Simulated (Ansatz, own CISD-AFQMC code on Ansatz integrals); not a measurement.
CH5BSi, SMILES `C=B[SiH3]` (charge 0, multiplicity 1).

Cartesian coordinates (Å):
```xyz
8

C      1.8803    -0.1608    -0.1234
B      0.5122    -0.0385     0.0037
Si    -1.4524     0.1290     0.1169
H      2.5598    -0.1030     0.7214
H      2.3666    -0.3235    -1.0806
H     -1.9536    -0.0171    -1.2726
H     -2.0491    -0.9320     0.9609
H     -1.8653     1.4500     0.6445
```
Charge 0, spin multiplicity 1.

Frozen-core correlation energies in cc-pVDZ at a geometry from B3LYP-D3(BJ)/def2-TZVP, on an HF energy of -354.32516 Ha (<S^2> = 0.00). Wave-function levels are from Ansatz, the walk from an own CISD-AFQMC code on Ansatz integrals (time step 0.005/Ha, trial state from CCSD amplitudes, largest double 0.09).

| level | correlation energy (mHa) |
|---|---|
| MP2 | -310.7 |
| CCSD | -360.3 |
| CCSD(T) | -372.1 |

Q: What correlation energy does phaseless AFQMC give, and where does it lie among these levels?

A: -373.9 ± 0.3 mHa (one standard error). AFQMC minus each level: MP2 -63.2 mHa, CCSD -13.6 mHa, CCSD(T) -1.8 mHa.
